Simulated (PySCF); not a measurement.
A PySCF script (with the pyscf-properties extension) for the NMR shieldings of SMILES C1N(P(N(C)C)N)CCC1, C6H16N3P, on a PBE0-D3(BJ)/def2-SVP geometry:

```python
import basis_set_exchange as bse
import numpy as np
from pyscf import gto, dft
from pyscf.prop import nmr

atoms = """
C     2.592840   -1.668880   -0.060223
N     1.746924   -0.514624   -0.206439
C     2.234876    0.507309   -1.093870
P     0.570217   -0.206667    1.000493
N     0.980543    1.219471    1.843024
N    -0.588427    0.585293   -0.052261
C    -1.175733   -0.263612   -1.079977
C    -2.478368   -0.833095   -0.482414
C    -2.829409    0.140782    0.660244
C    -1.735383    1.220546    0.582093
H     2.137233   -2.373446    0.652170
H     2.720016   -2.193868   -1.025214
H     3.606576   -1.416449    0.313203
H     1.482064    1.305495   -1.175548
H     3.193196    0.947966   -0.750546
H     2.402902    0.100474   -2.107686
H     1.530902    1.090867    2.684562
H     1.258938    2.042474    1.312457
H    -0.459234   -1.033781   -1.399846
H    -1.400971    0.359104   -1.964914
H    -3.274415   -0.906670   -1.238571
H    -2.310917   -1.847913   -0.091786
H    -2.783944   -0.372279    1.633142
H    -3.839426    0.567380    0.566604
H    -2.071339    2.055895   -0.059846
H    -1.453398    1.644846    1.554912
"""
names = dict.fromkeys(["C", "N", "P", "H"], "pcSseg-1")
basis = {el: gto.basis.parse(bse.get_basis(n, elements=[el], fmt="nwchem")) for el, n in names.items()}
mol = gto.M(atom=atoms, basis=basis, charge=0, verbose=0)
mf = dft.RKS(mol, xc="HYB_GGA_XC_MPW1PW")
mf.grids.level = 2
mf.grids.alignment = dft.numint.BLKSIZE   # the property module wants whole blocks of grid points
mf.conv_tol = 1e-9
mf.kernel()

calc = nmr.RKS(mf)   # GIAO
C = mf.mo_coeff
Co = C[:, mf.mo_occ > 0]
resp = mf.gen_response(singlet=True, hermi=2)
def vind(x):   # induced exchange potential for any number of trial vectors
    d = np.einsum("pi,xij,qj->xpq", C, 2 * x.reshape(-1, C.shape[1], Co.shape[1]), Co, optimize=True)
    return np.einsum("xpq,pi,qj->xij", resp(d - d.transpose(0, 2, 1)), C, Co, optimize=True).ravel()
mo1, _ = nmr.rhf.solve_mo1(calc, with_cphf=vind)
sigma = calc.kernel(mo1)
for i, s in enumerate(sigma):   # ppm
    w = np.linalg.eigvalsh((s + s.T) / 2)
    print("%2d %-2s iso %8.1f  s11 %8.1f  s22 %8.1f  s33 %8.1f" % (i, mol.atom_pure_symbol(i), w.mean(), *w))
```

**Question.** What are the results?

**Answer.** 
```
 0 C  iso    143.3  s11    121.7  s22    125.4  s33    182.7
 1 N  iso    205.9  s11    163.5  s22    193.4  s33    260.7
 2 C  iso    153.8  s11    129.2  s22    148.8  s33    183.3
 3 P  iso    212.8  s11    155.6  s22    187.4  s33    295.5
 4 N  iso    211.2  s11    170.7  s22    208.6  s33    254.2
 5 N  iso    178.0  s11    134.3  s22    197.0  s33    202.8
 6 C  iso    134.2  s11     97.6  s22    133.7  s33    171.2
 7 C  iso    158.4  s11    129.2  s22    171.5  s33    174.4
 8 C  iso    157.3  s11    127.8  s22    170.2  s33    173.8
 9 C  iso    133.0  s11     96.5  s22    132.4  s33    170.2
10 H  iso     28.4  s11     24.2  s22     27.0  s33     33.9
11 H  iso     28.8  s11     23.9  s22     26.5  s33     36.1
12 H  iso     29.0  s11     24.0  s22     26.3  s33     36.6
13 H  iso     27.7  s11     22.4  s22     29.5  s33     31.3
14 H  iso     29.4  s11     24.5  s22     26.5  s33     37.2
15 H  iso     29.3  s11     25.0  s22     26.6  s33     36.4
16 H  iso     30.3  s11     24.2  s22     25.5  s33     41.2
17 H  iso     29.9  s11     24.7  s22     26.7  s33     38.2
18 H  iso     28.3  s11     22.6  s22     30.2  s33     32.2
19 H  iso     28.9  s11     22.4  s22     28.1  s33     36.2
20 H  iso     30.0  s11     24.7  s22     27.4  s33     37.8
21 H  iso     29.8  s11     25.3  s22     27.6  s33     36.5
22 H  iso     29.8  s11     25.6  s22     27.3  s33     36.4
23 H  iso     29.9  s11     24.8  s22     27.2  s33     37.8
24 H  iso     28.8  s11     22.3  s22     27.7  s33     36.5
25 H  iso     27.5  s11     21.6  s22     29.1  s33     31.9
```

These numbers come from an equivalent density-fitted implementation of the same equations, which agrees with the script to about 0.01 ppm for H and up to a few tenths of a ppm for heavy atoms, so last digits may differ.

Size and cost of the density-fitted run: 257 basis functions, 100 s wall time on 1 thread of an Arm Neoverse N1, shared host; peak memory 1.3 GiB.
